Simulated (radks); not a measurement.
Values are calculated unless marked as measured or tabulated.
Problem. Radial electron density D(r) = 4 pi r^2 rho(r) of an atom or ion with 52 electrons. Code: a radial shooting solver on a logarithmic mesh with Libxc functionals. Model: scalar-relativistic Kohn-Sham, PBE, spin-unpolarised, spherical densities, point nucleus.

```
   r/bohr * D(r) (the largest magnitude, 88.6, reaches the edge; | marks zero)
 0.004547 |             *
 0.005252 |               *
 0.006065 |                   *
 0.007004 |                      *
 0.008089 |                          *
 0.009268 |                              *
   0.0107 |                                 *
  0.01236 |                                     *
  0.01428 |                                       *
  0.01649 |                                         *
  0.01904 |                                          *
  0.02199 |                                         *
  0.02519 |                                        *
  0.02909 |                                      *
   0.0336 |                                     *
   0.0388 |                                    *
  0.04481 |                                      *
  0.05176 |                                         *
   0.0593 |                                              *
  0.06848 |                                                   *
  0.07909 |                                                      *
  0.09134 |                                                      *
   0.1055 |                                                  *
   0.1218 |                                            *
   0.1396 |                                        *
   0.1612 |                                      *
   0.1861 |                                        *
    0.215 |                                            *
   0.2483 |                                             *
   0.2867 |                                          *
   0.3285 |                                  *
   0.3794 |                        *
   0.4381 |                *
    0.506 |              *
   0.5844 |               *
   0.6749 |                 *
   0.7794 |                *
    0.893 |             *
    1.031 |         *
    1.191 |      *
    1.375 |   *
    1.588 |  *
    1.835 |  *
    2.102 | *
    2.427 | *
    2.803 |*
    3.237 |*
    3.739 *
    4.318 *
    4.947 *
    5.713 *
    6.598 *
     7.62 *
```

What is the nuclear charge?

Solution. Z = 53. The innermost maximum, from 1s, lies near gamma/Z bohr with gamma = sqrt(1 - (Z/c)^2) = 0.922, here 0.0174 bohr (found: 0.0190), and its height grows with Z. The density is that of the iodine ion I+ in [Kr] 4d10 5s2 5p4; the configuration itself is not fixed sharply by these data, and Z only to a few units. D(r) has 4 maxima, at r = 0.0190, 0.0843, 0.242, 0.697 bohr, and minima at 0.0370, 0.160, 0.510 bohr, inside which lie 1.98, 11.20, 28.96 electrons.
